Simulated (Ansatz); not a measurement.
C2H9NO3Si (`CN(C)[Si](O)(O)O`). Charge 0, multiplicity 1.

Z-matrix (Å, degrees):
```
C
N 1 1.442
H 1 1.089 2 110.4
H 1 1.100 2 111.8 3 120.9
H 1 1.098 2 110.8 3 -119.6
C 2 1.444 1 113.8 3 178.5
Si 2 1.700 1 125.0 3 -8.9
H 6 1.099 2 111.8 1 60.7
H 6 1.098 2 111.0 1 -59.1
H 6 1.092 2 110.7 1 -178.8
O 7 1.636 2 111.7 1 144.7
O 7 1.641 2 104.6 1 21.9
O 7 1.641 2 115.8 1 -100.5
H 11 0.958 7 115.4 2 -64.0
H 12 0.958 7 115.5 2 -160.1
H 13 0.957 7 115.8 2 36.0
```

(1) Give the diagnostics of a CCSD(T)/def2-TZVPP run (frozen core, Ansatz). (An estimate is asked.)

## Answers

(1) Ansatz gave: T1 = 0.0107, largest single amplitude 0.013, largest double 0.012, (T) share of the correlation energy 3.6 %, 9 CCSD cycles. The RHF solution is stable towards an unrestricted one. T1 lies under the customary mark of 0.02 for closed shells.
